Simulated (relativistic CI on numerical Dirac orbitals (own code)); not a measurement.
Co2+ in a cubic cluster: 3s photoemission with charge transfer

Computed with a charge-transfer multiplet model of a cubic metal-ligand cluster with up to 3 ligand holes, Slater and spin-orbit integrals from Dirac-Coulomb-Breit ions, Slater integrals scaled by 0.8. The ground state mixes d7 with configurations of k ligand holes L, whose averages lie at kΔ + k(k − 1)U_dd/2; a core hole lowers each added d electron by U_cd. 300 K, Lorentzian 1.4 eV and Gaussian 0.8 eV FWHM.

Atomic integrals in eV (Slater integrals scaled, ζ unscaled), ground: F2dd 9.233, F4dd 5.731, zeta_d 0.063; with the core hole: F2dd 10.161, F4dd 6.350, zeta_d 0.073, G2cd 10.308.

Cluster parameters (eV): Δ = 3.4, U_cd = 8.9, 10Dq = 1, 10Dq(ligand) = 0.9, V(eg) = 1.95, V(t2g) = -0.95, final-state hopping factor = 1.

```tsv
Case	n_d	d7	d8L	d9L2	d10L3	S
U_dd = 6.7 eV	7.21	0.79	0.20	0.01	0.00	1.49
U_dd = 7.4 eV	7.21	0.80	0.20	0.01	0.00	1.49
U_dd = 8.1 eV	7.21	0.80	0.20	0.01	0.00	1.50
U_dd = 8.8 eV	7.21	0.80	0.20	0.01	0.00	1.50
U_dd = 9.5 eV	7.20	0.80	0.19	0.00	0.00	1.50
```

Weights, n_d and S are thermal averages at 300 K. Binding energies count from the first peak over 30 % of the highest in each spectrum, which can be another peak from case to case. The parameters are a model scan and need not match a compound or its usual spin state. Peaks in eV (height, largest 100):
- U_dd = 6.7 eV: 0.0 (100), 6.0 (89), 8.8 (34), 11.4 (28), 15.6 (37)
- U_dd = 7.4 eV: 0.0 (100), 6.1 (89), 11.8 (26), 15.6 (35)
- U_dd = 8.1 eV: 0.0 (100), 6.3 (89), 12.2 (25), 15.6 (32)
- U_dd = 8.8 eV: 0.0 (100), 6.4 (89), 12.7 (26), 15.6 (29)
- U_dd = 9.5 eV: 0.0 (100), 6.5 (89), 9.5 (18), 13.3 (27), 15.7 (25)

For the case U_dd = 7.4 eV, Δ = 3.4 eV is smaller than U_dd = 7.4 eV, the charge-transfer side of the Zaanen-Sawatzky-Allen scheme. With the core hole the average of the configuration with one ligand hole lies at Δ − U_cd = -5.5 eV before mixing: it lies below the unscreened one, so the lowest final states are mostly screened and the unscreened weight appears at higher binding energy as a satellite.

Without intra-shell correlation the exchange splitting of the 3s hole comes out too large.
